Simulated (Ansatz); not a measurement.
F₂IIn, SMILES `[F][In]([F])[I]`, charge 0, multiplicity 1.

**Question.** Give a relaxed structure at PBE0-D4/def2-TZVP (Ansatz 0.2.0). (Best estimate.)

**Answer.** The calculation gave: 
Cartesian coordinates in Å:
```
F 0.411 -1.942 -0.165
In -0.037 -0.069 -0.078
F -1.203 0.462 -1.519
I 0.828 1.549 1.762
```
Point group C2v.
